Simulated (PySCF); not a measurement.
Species: B₂H₆NP.
InChI=1S/B2H6NP/c1-4-2-3/h2,4H,1,3H2

Method: EOM-IP-CCSD/aug-cc-pVDZ in PySCF, restricted Hartree–Fock reference, frozen core, non-relativistic, gas phase, PBE0-D3(BJ)/def2-SVP geometry.

Hartree–Fock orbital energies give these Koopmans values (eV): HOMO 8.88, HOMO-1 11.83, HOMO-2 12.46, HOMO-3 12.93, HOMO-4 14.22, HOMO-5 15.10, HOMO-6 17.93, HOMO-7 18.81.

Question: What vertical ionisation energies does EOM-IP-CCSD give?

Answer: 
| leading hole (HF orbital) | Koopmans (eV) | EOM-IP-CCSD (eV) | change (eV) | one-hole share |
| --- | --- | --- | --- | --- |
| HOMO | 8.88 | 8.76 | -0.12 | 0.95 |
| HOMO-1 | 11.83 | 11.01 | -0.82 | 0.95 |
| HOMO-2 | 12.46 | 11.42 | -1.04 | 0.93 |
| HOMO-3 | 12.93 | 11.98 | -0.95 | 0.94 |
| HOMO-4 | 14.22 | 13.15 | -1.07 | 0.93 |
| HOMO-5 | 15.10 | 13.87 | -1.23 | 0.93 |
| HOMO-6 | 17.93 | 16.17 | -1.76 | 0.86 |
| HOMO-7 | 18.81 | 17.40 | -1.41 | 0.90 |

Question: Does the order of the lines follow the orbital energies?

Answer: Yes, no two lines change places. The corrections run from -1.76 to -0.12 eV, with a mean of -1.05 eV over the 8 lines; no line lies above its Koopmans value. Koopmans values leave out both the relaxation of the orbitals and the change in correlation energy.

Question: At what kinetic energies would He II light (40.81 eV) eject these electrons?

Answer: 32.05 eV (HOMO), 29.80 eV (HOMO-1), 29.39 eV (HOMO-2), 28.83 eV (HOMO-3), 27.66 eV (HOMO-4), 26.94 eV (HOMO-5), 24.64 eV (HOMO-6), 23.41 eV (HOMO-7).

One root was sought for each valence orbital with −ε under 21 eV, eight at most, so deeper holes and satellites are missing; no vibrational structure.

The run took 2.9 min wall on Intel Xeon Platinum 8259CL at 2.50 GHz, one thread (shared host), and the process peaked at 2.6 GiB of memory.

Shape of the structure used: `[BH2:1][PH:2][BH:3][NH2:4]`: B1–P2–B3–N4 -27°, H–N4–B3–P2 -178°, H–N4–B3–P2 3°.

One conformer stands for the species.
